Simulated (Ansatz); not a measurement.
`[F][Y]([F])[Cl]` + NH₃ → `[NH2][Y]([F])[Cl]` + H–F at 600 K and 1 bar (ligand exchange at a Y–F bond).

Calculated with Ansatz (gas phase, PBE0-D4/def2-TZVP geometries, no zero-point term in ΔE). CCSD(T)/CBS adds triple-zeta CCSD(T) − MP2 to the extrapolated MP2 energy (def2 sets, frozen cores). This one scheme is used for every species. Elements past krypton have def2 core potentials. For Y outer-core shells are correlated without core-valence functions, which leaves a few kJ/mol of doubt a bond. Each species was taken in one conformer, which may not be the lowest.

```json
{"species": "`[F][Y]([F])[Cl]`", "CCSD(T)/CBS energy (Eh)": "-697.87737", "H − E (kJ/mol)": "51.9", "S (J/(mol·K))": "391.9"}
{"species": "NH₃", "CCSD(T)/CBS energy (Eh)": "-56.50880", "H − E (kJ/mol)": "112.4", "S (J/(mol·K))": "219.5"}
{"species": "`[NH2][Y]([F])[Cl]`", "CCSD(T)/CBS energy (Eh)": "-653.94368", "H − E (kJ/mol)": "120.8", "S (J/(mol·K))": "423.9"}
{"species": "H–F", "CCSD(T)/CBS energy (Eh)": "-100.39570", "H − E (kJ/mol)": "42.3", "S (J/(mol·K))": "194.0"}
```

H − E and S are ideal-gas, rigid-rotor, harmonic terms from PBE0-D4/def2-TZVP, for one conformer and one mirror image of each species. 1 Eh = 2625.50 kJ/mol, R = 8.31446 J/(mol·K).

Question: By hand: ΔE, ΔH, ΔS and ΔG.

Answer: ΔE = (-653.94368) + (-100.39570) − (-697.87737) − (-56.50880) = 0.04679 Eh = 122.8 kJ/mol. Δ(H − E) = 120.8 + 42.3 − 51.9 − 112.4 = -1.2, so ΔH = 121.6 kJ/mol. ΔS = 423.9 + 194.0 − 391.9 − 219.5 = 6.5 J/(mol·K). ΔG = 121.6 − 600 × (6.5)/1000 = 117.7 kJ/mol.

Question: By hand: the equilibrium constant, and the temperature at which ΔG would vanish if ΔH and ΔS stayed fixed.

Answer: log₁₀ K = −ΔG/(RT ln 10) = -10.2. ΔG = 0 at ΔH/ΔS = 18708 K, far beyond where these terms or the molecules hold.

The number of gas molecules stays the same, so ΔS is small and ΔH decides. A doubt of 5 kJ/mol in ΔE shifts log₁₀ K by 0.4 here. Other conformers and mirror images would add mixing entropy, several J/(mol·K) or more a flexible species. Modes under 60 cm⁻¹, often nearly free rotors, make the harmonic entropy too high. These are equilibria of isolated gas molecules and say nothing of rates. Largest T1 diagnostic: 0.014 (customary marks: 0.02 for closed shells, 0.045 for open ones).
